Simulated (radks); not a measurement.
The numbers below are computed, except where a source is named.
Neutral thulium, configuration [Xe] 4f13 6s2 (the NIST ground configuration).

Code: a radial shooting solver on a logarithmic mesh with Libxc functionals. Model: scalar-relativistic Kohn-Sham, PBE, spin-polarised, spherical densities, point nucleus; open shells are filled with parallel spins first (spin-orbit coupling, left out, can overturn this in heavy ions).

Energy parts (hartree):
total: -13567.4764
kinetic: 14749.0458
electron-nucleus: -33349.3683
Hartree: 5317.9891
exchange-correlation: -285.1431

Orbitals (lengths in bohr, moments of r in powers of bohr; r(max) is where P^2 peaks):
| orbital | occ. | eigenvalue (hartree) | r(max) | <r^2> | <1/r> |
|---|---|---|---|---|---|
| 1s up | 1 | -2178.935 | 0.01261 | 0.0005483 | 79.11 |
| 1s down | 1 | -2178.935 | 0.01261 | 0.0005483 | 79.11 |
| 2s up | 1 | -367.6161 | 0.07188 | 0.008513 | 18.43 |
| 2s down | 1 | -367.6156 | 0.07188 | 0.008513 | 18.43 |
| 2p up | 3 | -324.5494 | 0.05854 | 0.006945 | 16.97 |
| 2p down | 3 | -324.5491 | 0.05854 | 0.006945 | 16.97 |
| 3s up | 1 | -82.62743 | 0.2032 | 0.05579 | 6.802 |
| 3s down | 1 | -82.61122 | 0.2032 | 0.05578 | 6.803 |
| 3p up | 3 | -69.58887 | 0.2002 | 0.05626 | 6.342 |
| 3p down | 3 | -69.57266 | 0.2002 | 0.05624 | 6.343 |
| 3d up | 5 | -53.50214 | 0.1633 | 0.04687 | 6.009 |
| 3d down | 5 | -53.48979 | 0.1633 | 0.04685 | 6.010 |
| 4s up | 1 | -16.29131 | 0.4643 | 0.2798 | 2.873 |
| 4s down | 1 | -16.25777 | 0.4643 | 0.2798 | 2.873 |
| 4p up | 3 | -12.00770 | 0.4856 | 0.3178 | 2.625 |
| 4p down | 3 | -11.97474 | 0.4856 | 0.3178 | 2.624 |
| 4d up | 5 | -6.32228 | 0.5011 | 0.3794 | 2.319 |
| 4d down | 5 | -6.28990 | 0.5011 | 0.3797 | 2.318 |
| 5s up | 1 | -1.96926 | 1.091 | 1.703 | 1.078 |
| 5s down | 1 | -1.95379 | 1.092 | 1.711 | 1.076 |
| 5p up | 3 | -0.99406 | 1.253 | 2.473 | 0.8873 |
| 5p down | 3 | -0.98326 | 1.256 | 2.490 | 0.8840 |
| 6s up | 1 | -0.14287 | 3.321 | 17.97 | 0.3159 |
| 6s down | 1 | -0.14201 | 3.334 | 18.10 | 0.3147 |
| 4f up | 7 | -0.12746 | 0.4957 | 0.9125 | 1.691 |
| 4f down | 6 | -0.09934 | 0.4961 | 0.9534 | 1.680 |

The highest occupied level is 4f down at -2.703 eV. The density falls to 0.001 e/bohr^3 at r = 5.07 bohr. Summed over all electrons, <r^2> = 73.72 bohr^2, which gives a Langevin (diamagnetic) susceptibility term of -58.4 x 10^-6 cm^3/mol. Spin moment in Bohr magnetons: 1. For comparison, the ionisation energy in NIST's Atomic Spectra Database is 6.184 eV (measured). In exact Kohn-Sham theory the highest level is minus the ionisation energy, but local and semilocal functionals leave it too shallow, through self-interaction and a potential that decays too fast; potentials with the right tail come closer.
